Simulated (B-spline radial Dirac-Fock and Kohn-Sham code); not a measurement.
Z = 75 (rhenium), transition energy 43.6 keV. Calculated with a radial atomic solver, using a Dirac-Hartree-Slater potential of the neutral atom with a Latter tail (no hole, which puts coefficients of high multipoles low close above an edge), finite nucleus with surface currents. The K shell is not open to conversion at this energy. Subshells that would emit electrons below 1 keV are left out.

Problem. A pure transition shows α(L) = 0.550, L1/L2 = 1.59 and L1/L3 = 1.26. What is its multipolarity?
A. M1
B. M2
C. E1
D. E2
E. E4
F. E3
G. M3
H. M4

Solution. C. For comparison, α(L), L1/L2, L1/L3 are E2 137, 0.0133, 0.0121; E3 8490, 0.0200, 0.0194; E4 250000, 0.0203, 0.0199; M1 7.92, 10.0, 83.9; M2 411, 12.0, 2.39; M3 23000, 10.2, 0.291; M4 845000, 8.41, 0.102.
